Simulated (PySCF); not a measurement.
Radial density of Pd³⁺ (palladium, charge +3)

wB97M-V, [Kr] 4d7, high-spin 4F determinant. Calculation: PySCF 2.14, in x2c-QZVPPall (13s8p7d4f2g, 118 functions); scalar relativity by spin-free X2C-1e.

| r (bohr) | 4πr²ρ (e/bohr) | 4πr²(ρα − ρβ) |
| --- | --- | --- |
| 0.0315 | 54.48 | -0.0008 |
| 0.0530 | 52.20 | 0.0079 |
| 0.0892 | 72.87 | 0.0929 |
| 0.150 | 56.65 | 0.4325 |
| 0.252 | 55.39 | 0.6552 |
| 0.425 | 39.74 | 0.0045 |
| 0.714 | 15.59 | 1.4355 |
| 1.20 | 12.63 | 2.6000 |
| 2.02 | 1.973 | 0.6477 |
| 3.40 | 0.05770 | 0.0195 |
| 5.72 | 0.0001235 | 0.0000 |

Densities and radii are taken from the X2C orbitals without a picture-change correction, which distorts them close to the nucleus.
